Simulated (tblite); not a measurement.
Species: C2H9BN (charge -1).
Atom-mapped SMILES: `[BH3-:1][N:2]([CH3:3])[CH3:4]` (hydrogens: H5, H6, H7 on B1; H8, H9, H10 on C3; H11, H12, H13 on C4)

Computed with GFN2-xTB (tblite), gas phase: Langevin dynamics at 300 K from the optimised GFN2-xTB geometry, time step 0.5 fs, friction 0.01 fs⁻¹, 2000 steps. The instantaneous temperature is 2·E(kin)/(3Nk) with all 3N coordinates.

| t (fs) | T (K) | E(pot) above start (eV) | B1–N2 (Å) | N2–C3 (Å) | N2–C4 (Å) | B1–H5 (Å) |
| --- | --- | --- | --- | --- | --- | --- |
| 0 | 250 | 0.000 | 1.565 | 1.430 | 1.430 | 1.240 |
| 25 | 227 | 0.163 | 1.535 | 1.440 | 1.450 | 1.230 |
| 50 | 182 | 0.351 | 1.533 | 1.446 | 1.493 | 1.273 |
| 75 | 242 | 0.294 | 1.556 | 1.397 | 1.455 | 1.227 |
| 100 | 186 | 0.376 | 1.570 | 1.366 | 1.448 | 1.229 |
| 125 | 317 | 0.336 | 1.578 | 1.421 | 1.461 | 1.269 |
| 150 | 313 | 0.424 | 1.528 | 1.456 | 1.486 | 1.176 |
| 175 | 217 | 0.487 | 1.592 | 1.440 | 1.410 | 1.302 |
| 200 | 241 | 0.332 | 1.555 | 1.447 | 1.380 | 1.219 |
| 225 | 194 | 0.451 | 1.580 | 1.474 | 1.454 | 1.252 |
| 250 | 279 | 0.324 | 1.520 | 1.438 | 1.421 | 1.307 |
| 275 | 267 | 0.375 | 1.647 | 1.428 | 1.403 | 1.178 |
| 300 | 267 | 0.374 | 1.484 | 1.395 | 1.405 | 1.388 |
| 325 | 217 | 0.486 | 1.626 | 1.455 | 1.455 | 1.178 |
| 350 | 259 | 0.354 | 1.483 | 1.412 | 1.412 | 1.307 |
| 375 | 283 | 0.278 | 1.641 | 1.436 | 1.462 | 1.265 |
| 400 | 312 | 0.292 | 1.529 | 1.403 | 1.445 | 1.208 |
| 425 | 304 | 0.368 | 1.607 | 1.417 | 1.423 | 1.320 |
| 450 | 276 | 0.442 | 1.593 | 1.418 | 1.428 | 1.201 |
| 475 | 223 | 0.505 | 1.566 | 1.389 | 1.485 | 1.325 |
| 500 | 334 | 0.386 | 1.573 | 1.421 | 1.485 | 1.231 |
| 525 | 273 | 0.435 | 1.565 | 1.449 | 1.402 | 1.253 |
| 550 | 216 | 0.345 | 1.575 | 1.450 | 1.402 | 1.312 |
| 575 | 224 | 0.398 | 1.538 | 1.483 | 1.429 | 1.242 |
| 600 | 152 | 0.446 | 1.552 | 1.457 | 1.368 | 1.239 |
| 625 | 160 | 0.497 | 1.610 | 1.377 | 1.417 | 1.205 |
| 650 | 339 | 0.331 | 1.538 | 1.398 | 1.452 | 1.301 |
| 675 | 267 | 0.362 | 1.604 | 1.466 | 1.472 | 1.175 |
| 700 | 206 | 0.378 | 1.580 | 1.418 | 1.438 | 1.328 |
| 725 | 262 | 0.316 | 1.562 | 1.399 | 1.460 | 1.250 |
| 750 | 196 | 0.383 | 1.565 | 1.440 | 1.485 | 1.265 |
| 775 | 270 | 0.405 | 1.525 | 1.408 | 1.478 | 1.270 |
| 800 | 292 | 0.450 | 1.584 | 1.473 | 1.438 | 1.211 |
| 825 | 260 | 0.344 | 1.543 | 1.435 | 1.400 | 1.236 |
| 850 | 254 | 0.470 | 1.588 | 1.409 | 1.411 | 1.210 |
| 875 | 206 | 0.372 | 1.561 | 1.426 | 1.418 | 1.235 |
| 900 | 143 | 0.401 | 1.594 | 1.442 | 1.429 | 1.241 |
| 925 | 207 | 0.360 | 1.590 | 1.427 | 1.453 | 1.224 |
| 950 | 333 | 0.260 | 1.569 | 1.409 | 1.443 | 1.258 |
| 975 | 231 | 0.424 | 1.597 | 1.407 | 1.447 | 1.244 |
| 1000 | 350 | 0.511 | 1.486 | 1.465 | 1.420 | 1.282 |

Q: From 500 fs on, how do temperature and potential energy compare with equipartition?

A: The mean temperature of these 21 frames is 246 K against the target 300 K, and the mean potential energy 0.39 eV against 33 × kT/2 = 0.43 eV for 33 classical harmonic modes. For 13 atoms in a canonical ensemble the temperature itself scatters by T·√(2/(3N)) = 68 K; here its standard deviation is 60 K. The whole run lasts only 10 friction times of 100 fs, so these averages carry a wide statistical error.

Q: What are the kinetic and total energies of the listed frame with the highest potential energy?

A: The one at 1000 fs, 0.511 eV above the start. Its kinetic energy is 3NkT/2 = 0.589 eV at 350 K, so the sum is 1.10 eV; over the listed frames the sum runs from 0.42 to 1.10 eV, since the thermostat adds and removes energy.

Q: How much do the listed bonds fluctuate from 500 fs on?

A: 
```tsv
bond	at the start (Å)	mean (Å)	standard deviation (Å)
B1–N2	1.565	1.567	0.029
N2–C3	1.430	1.431	0.027
N2–C4	1.430	1.436	0.030
B1–H5	1.240	1.248	0.036
```

The motion is classical and holds no zero-point motion.

The cost below is that of the whole dynamics run. Hardware: Arm Neoverse V2, one thread, no GPU, shared host with 96 logical CPUs at a one-minute load of 19. Cost: 4.5 s of wall time, 0.18 GiB resident at most.
